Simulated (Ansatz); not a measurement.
`C[Si](C)(F)[SeH]` + `[NH2][InH2]` → `C[NH][InH2]` + `C[SiH](F)[SeH]` at 600 K and 1 bar (substitution at a C–Si bond).

Computed with Ansatz on PBE0-D4/def2-TZVP structures; ΔE is electronic, products minus reactants. CCSD(T)/CBS adds triple-zeta CCSD(T) − MP2 to the extrapolated MP2 energy (def2 sets, frozen cores). Elements past krypton have def2 core potentials. For In, Se outer-core shells are correlated without core-valence functions, which leaves a few kJ/mol of doubt a bond. Scalar relativity is left out up to krypton. One conformer a species, not always the lowest.

```tsv
species	CCSD(T)/CBS energy (Eh)	H − E (kJ/mol)	S (J/(mol·K))
`C[Si](C)(F)[SeH]`	-2870.02560	296.4	495.1
`[NH2][InH2]`	-246.90424	135.4	338.1
`C[NH][InH2]`	-286.14916	222.1	392.4
`C[SiH](F)[SeH]`	-2830.74610	206.3	427.1
```

H − E and S are ideal-gas, rigid-rotor, harmonic terms from PBE0-D4/def2-TZVP, for one conformer and one mirror image of each species. 1 Eh = 2625.50 kJ/mol, R = 8.31446 J/(mol·K).

**Question.** By hand: ΔE, ΔH, ΔS and ΔG.

**Answer.** ΔE = (-286.14916) + (-2830.74610) − (-2870.02560) − (-246.90424) = 0.03458 Eh = 90.8 kJ/mol. Δ(H − E) = 222.1 + 206.3 − 296.4 − 135.4 = -3.4, so ΔH = 87.4 kJ/mol. ΔS = 392.4 + 427.1 − 495.1 − 338.1 = -13.7 J/(mol·K). ΔG = 87.4 − 600 × (-13.7)/1000 = 95.6 kJ/mol.

**Question.** By hand: the equilibrium constant, and the temperature at which ΔG would vanish if ΔH and ΔS stayed fixed.

**Answer.** log₁₀ K = −ΔG/(RT ln 10) = -8.3. ΔH and −TΔS have one sign here, so there is no such temperature.

The number of gas molecules stays the same, so ΔS is small and ΔH decides. A doubt of 5 kJ/mol in ΔE shifts log₁₀ K by 0.4 here. Other conformers and mirror images would add mixing entropy, several J/(mol·K) or more a flexible species. These are equilibria of isolated gas molecules and say nothing of rates. Largest T1 diagnostic: 0.016 (customary marks: 0.02 for closed shells, 0.045 for open ones).
